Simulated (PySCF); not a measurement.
PySCF 2.14 output of an unrestricted LDA calculation on a single atom or ion in cc-pVDZ-PP with ECP60MDF (4s3p2d, 23 functions), with a scalar-relativistic core potential:

```
SCF conv_tol = 1e-09
number electrons alpha = 13  beta = 10
    P. A. M. Dirac.,  Math. Proc. Cambridge Philos. Soc. 26, 376 (1930)
    F. Bloch.,  Z. Phys. 57, 545 (1929)
    S. H. Vosko, L. Wilk, and M. Nusair.,  Can. J. Phys. 58, 1200 (1980)
cycle= 1 E= -214.317367183912  delta_E= -0.00977  |g|= 0.0164  |ddm|= 0.432
cycle= 2 E= -214.317450327794  delta_E= -8.31e-05  |g|= 0.00799  |ddm|= 0.0279
cycle= 3 E= -214.317476811017  delta_E= -2.65e-05  |g|= 0.00131  |ddm|= 0.0233
cycle= 4 E= -214.317478002897  delta_E= -1.19e-06  |g|= 1.15e-05  |ddm|= 0.00658
cycle= 5 E= -214.317478002965  delta_E= -6.86e-11  |g|= 1.5e-07  |ddm|= 3.11e-05
converged SCF energy = -214.317478002965  <S^2> = 3.7509268  2S+1 = 4.0004634
```

The run itself started from symmetry-adapted Hartree-Fock orbitals and held the occupation by maximum overlap, on a logarithmic radial grid, so the iterations belong to that start.

Question: Which element, charge and spin multiplicity is this?

Answer: Bi (bismuth, neutral), multiplicity 4; the state was [Xe] 4f14 5d10 6s2 6p3, high-spin 4S determinant.

Energies and moments cover only the electrons outside the core potential. Spin-orbit coupling, which splits the p, d and f shells strongly at this Z, is absent. Spin-orbit coupling is strong in this species (close to jj coupling), so the high-spin LS determinant is a model state, not a physical level.
